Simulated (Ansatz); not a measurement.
ClH5OSi2, SMILES `O[SiH2][SiH2]Cl` at its PBE0-D4/def2-TZVP geometry, where that method's forces vanish. Total charge 0; spin multiplicity 1.

```xyz
9

O    -1.7757   -0.1237   -0.7645
Si   -0.1597   -0.4501   -0.8187
Si    0.8117    0.6431    1.0080
Cl    0.1288   -0.1990    2.7633
H    -2.3504   -0.5807   -1.3800
H     0.1107   -1.9139   -0.7379
H     0.4625    0.0480   -2.0811
H     0.4828    2.0904    1.0379
H     2.2892    0.4858    0.9731
```

Question: What forces (eV/Å) does ωB97M-V/def2-TZVPP give on these atoms in Ansatz 0.2.0? (Best estimate.)

Answer: Ansatz gave: 
```
O1  -0.107 -0.011 -0.031
Si2  0.268 -0.071 -0.040
Si3  0.101  0.129 -0.142
Cl4 -0.025 -0.032  0.049
H5  -0.004  0.027  0.031
H6  -0.032  0.164 -0.008
H7  -0.071 -0.058  0.143
H8   0.040 -0.170 -0.006
H9  -0.169  0.020  0.003
```
